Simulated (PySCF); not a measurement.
Sn(Vi)(OH)(OMe)2, SMILES C=[CH][Sn]([OH])([O]C)[O]C (C4H10O3Sn), singlet (GFN2-xTB optimised geometry):

```
18

C     -3.383    -1.459     2.510
C     -2.580    -2.107     1.697
Sn    -1.614    -1.133     0.000
O     -2.200     0.751     0.000
O     -2.046    -1.749    -1.857
C     -1.287    -2.657    -2.614
O      0.417    -1.133     0.000
C      1.201    -0.498     0.971
H     -3.850    -1.958     3.349
H     -3.614    -0.416     2.377
H     -2.336    -3.154     1.809
H     -2.230     1.133    -0.879
H     -1.467    -3.688    -2.300
H     -1.620    -2.538    -3.647
H     -0.218    -2.449    -2.562
H      0.928     0.551     1.106
H      2.230    -0.547     0.607
H      1.147    -1.004     1.938
```

Computed with B3LYP/def2-SVP, def2 effective core potentials past Kr in PySCF.

Problem. What are the frontier orbital energies and the dipole moment?

Solution. HOMO-2 -7.40 eV, HOMO-1 -7.08 eV, HOMO -7.02 eV, LUMO -1.15 eV, LUMO+1 -0.91 eV; dipole moment 1.86 D.

On the same geometry PBE/def2-SVP, def2 effective core potentials past Kr (PySCF 2.14.0) gives HOMO-2 -6.13 eV, HOMO-1 -5.76 eV, HOMO -5.64 eV, LUMO -1.82 eV, LUMO+1 -1.68 eV; dipole moment 1.68 D.
